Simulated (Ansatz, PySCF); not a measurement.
Here is a job for PySCF.
```python
from pyscf import gto, scf, dft

mol = gto.Mole()
mol.atom = '''
    Si    0.002057    0.000655    0.056047
    H    -0.612160    1.275979   -0.254387
    H     1.398465   -0.120902   -0.311854
    H    -0.815104   -1.164248   -0.218419
'''
mol.basis = 'sto-3g'
mol.charge = 0
mol.spin = 1
mol.verbose = 4
mol.build()

mf = dft.UKS(mol)
mf.xc = 'b3lyp'
mf.grids.atom_grid = (99, 590)
mf.grids.prune = None
mf.kernel()
```

Task: Give the equivalent Ansatz (an electronic-structure program) input.

Result: This is not unique; one that fits is 
Ansatz 0.2 input:
```yaml
crystal:
  periodic: [false, false, false]
  atoms:
    - {symbol: Si, position_ang: [0.00205701, 0.00065505, 0.05604716]}
    - {symbol: H, position_ang: [-0.61215959, 1.27597935, -0.25438740]}
    - {symbol: H, position_ang: [1.39846537, -0.12090169, -0.31185415]}
    - {symbol: H, position_ang: [-0.81510396, -1.16424843, -0.21841873]}
basis:
  gaussian:
    orbitals: STO-3G
hamiltonian:
  xc: b3lyp
magnetization: {spin_polarized: true, initial_magnetization: 1}
accuracy: high
```

Both were run: PySCF gave -287.848215 Eh and Ansatz -287.848215 Eh, 0.000 mEh apart.
